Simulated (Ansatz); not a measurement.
bis(trichlorosilyl)methane (CH$_{2}$Cl$_{6}$Si$_{2}$), singlet, geometry from GFN2-xTB. Base run: BLYP/STO-3G in Ansatz (a program for electronic structure).

The Ansatz input:
Ansatz 0.2 input:
```yaml
crystal:
  periodic: [false, false, false]
  atoms:
    - {symbol: Cl, position_ang: [3.26052000, -0.53738498, -1.13336811]}
    - {symbol: Si, position_ang: [1.60710573, 0.23649542, -0.26836104]}
    - {symbol: Cl, position_ang: [2.00035562, 0.66527047, 1.65976350]}
    - {symbol: Cl, position_ang: [1.07094830, 1.91445903, -1.24446984]}
    - {symbol: C, position_ang: [0.22253351, -1.07870862, -0.36950706]}
    - {symbol: Si, position_ang: [-1.54059755, -0.55888706, 0.15792715]}
    - {symbol: Cl, position_ang: [-2.29245094, 0.75063201, -1.17475212]}
    - {symbol: Cl, position_ang: [-1.52172421, 0.27063151, 1.99296333]}
    - {symbol: Cl, position_ang: [-2.69199891, -2.21846337, 0.18936396]}
    - {symbol: H, position_ang: [0.52408362, -1.93415496, 0.23660337]}
    - {symbol: H, position_ang: [0.17355337, -1.44756964, -1.39499878]}
basis:
  gaussian:
    orbitals: STO-3G
hamiltonian:
  xc: blyp
```

Variants of this job, named by their change:

| change | ΔE vs base (µEh) |
|---|---|
| base | 0.0 |
| point_charge = charge:0.5 position_ang:3.7209, 4.7983, 0.5163 | -1117 |
| final_grid = 4, 8, 17 | ___ |
| point_charge = charge:-1.0 position_ang:5.1188, 1.0971, -3.6902 | -309 |
| fitting.mean_field = cc-pVTZ-JKFIT | ___ |
| point_charge = charge:1.0 position_ang:-2.3191, 3.0648, 4.658 | -6709 |
| final_grid = 14, 28, 59 | 2.7 |
| lower_state_search = light | 0.0 |
| accuracy = high | 5.8 |
| forces = on | 0.0 |
| final_grid = 6, 12, 29 | -19.7 |

Problem. Complete the blanks.

Solution. 
- final_grid = 4, 8, 17, ΔE vs base (µEh): 91.0
- fitting.mean_field = cc-pVTZ-JKFIT, ΔE vs base (µEh): -1220
